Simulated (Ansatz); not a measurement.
ClH$_{5}$SiSn, SMILES `[SiH3][SnH2][Cl]` at its PBE0-D4/def2-TZVP geometry, where that method's forces vanish. Total charge 0; spin multiplicity 1. Sn: def2 effective core potential.

```xyz
8

Si   -1.0337   -0.6639    0.5863
Sn    0.9158    0.4207   -0.6715
Cl    1.4098    2.3727    0.5332
H    -1.4303   -1.9220   -0.0990
H    -2.1796    0.2787    0.6017
H    -0.6019   -0.9659    1.9735
H     2.3669   -0.4761   -0.6738
H     0.5531    0.9559   -2.2502
```

**Question.** What forces (eV/Å) does PBE-D4/def2-TZVPP give on these atoms in Ansatz 0.2.0? (Best estimate.)

**Answer.** Computed: 
```
Si1  0.030  0.015 -0.020
Sn2 -0.089 -0.148 -0.033
Cl3  0.063  0.248  0.153
H4  -0.047 -0.132 -0.066
H5  -0.122  0.094  0.005
H6   0.039 -0.033  0.145
H7   0.166 -0.103 -0.003
H8  -0.040  0.060 -0.182
```
